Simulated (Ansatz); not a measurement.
Cost and result up the ladder for the cluster Si₄H₈ (the lowest singlet isomer of a short search) (12 atoms). Charge 0, multiplicity 1. Geometry: r2SCAN-D4/def2-SVP.

```xyz
12

Si    1.585    0.134    0.438
Si   -1.440   -0.675   -0.439
Si   -0.495    0.154    1.565
Si    0.351    0.385   -1.565
H     0.874   -0.184   -2.844
H    -0.662   -0.605    2.843
H    -1.254   -2.161   -0.498
H     2.164   -1.247    0.495
H    -2.852   -0.337   -0.796
H     0.020    1.834   -1.764
H    -0.933    1.573    1.769
H     2.642    1.130    0.797
```

Ansatz on 4 threads of Arm Neoverse V1 on a shared host. Times are rough, and most runs start from the orbitals of an earlier one. ωB97X-V/def2-TZVP serves as the yardstick here, not as an exact answer. Differences are given only for rows in sets of like size (and for xTB, whose basis is part of the method), since another set adds its own error. Binding counts from free atoms at the same level (Si triplet, H doublet; other spins of the atoms weren't run), without zero-point energy or a counterpoise term.

HSE06 is defined as in plane-wave codes, on full-range PBE exchange. Correlated methods freeze 20 core orbitals. The structure comes from a short search, and lower isomers may exist.

Correlated methods converge slowly with the basis.

```json
{"level": "PBE-D4/def2-SVP", "functions": "112", "wall time": "1.1 s", "binding energy per atom (eV)": "2.98", "difference from ωB97X-V/def2-TZVP (eV)": "–"}
{"level": "LDA (SPW92)/def2-TZVP", "functions": "196", "wall time": "1.1 s", "binding energy per atom (eV)": "3.32", "difference from ωB97X-V/def2-TZVP (eV)": "0.27"}
{"level": "PBE0-D4/def2-SVP", "functions": "112", "wall time": "1.5 s", "binding energy per atom (eV)": "2.97", "difference from ωB97X-V/def2-TZVP (eV)": "–"}
{"level": "PBE-D4/def2-TZVP (with forces)", "functions": "196", "wall time": "2.5 s", "binding energy per atom (eV)": "2.99", "difference from ωB97X-V/def2-TZVP (eV)": "-0.07"}
{"level": "PBE0-D4/def2-TZVP", "functions": "196", "wall time": "2.9 s", "binding energy per atom (eV)": "2.99", "difference from ωB97X-V/def2-TZVP (eV)": "-0.06"}
{"level": "HSE06-D4/def2-TZVP", "functions": "196", "wall time": "3 s", "binding energy per atom (eV)": "2.99", "difference from ωB97X-V/def2-TZVP (eV)": "-0.06"}
{"level": "CAM-B3LYP-D4/def2-TZVP", "functions": "196", "wall time": "3.3 s", "binding energy per atom (eV)": "3.00", "difference from ωB97X-V/def2-TZVP (eV)": "-0.05"}
{"level": "PBE-D4/def2-TZVPD", "functions": "244", "wall time": "3.4 s", "binding energy per atom (eV)": "2.99", "difference from ωB97X-V/def2-TZVP (eV)": "-0.07"}
{"level": "PBE0-D4/def2-TZVPD", "functions": "244", "wall time": "4.1 s", "binding energy per atom (eV)": "2.99", "difference from ωB97X-V/def2-TZVP (eV)": "-0.06"}
{"level": "r2SCAN-D4/def2-TZVP", "functions": "196", "wall time": "4.8 s", "binding energy per atom (eV)": "3.02", "difference from ωB97X-V/def2-TZVP (eV)": "-0.03"}
{"level": "r2SCAN-D4/def2-TZVPD", "functions": "244", "wall time": "6.5 s", "binding energy per atom (eV)": "3.02", "difference from ωB97X-V/def2-TZVP (eV)": "-0.03"}
{"level": "ωB97X-V/def2-TZVP", "functions": "196", "wall time": "8 s", "binding energy per atom (eV)": "3.05", "difference from ωB97X-V/def2-TZVP (eV)": "0.00"}
{"level": "B97M-V/def2-TZVP", "functions": "196", "wall time": "11 s", "binding energy per atom (eV)": "3.05", "difference from ωB97X-V/def2-TZVP (eV)": "0.00"}
{"level": "CCSD(T)/def2-TZVP", "functions": "196", "wall time": "31 s", "binding energy per atom (eV)": "2.88", "difference from ωB97X-V/def2-TZVP (eV)": "-0.17"}
```
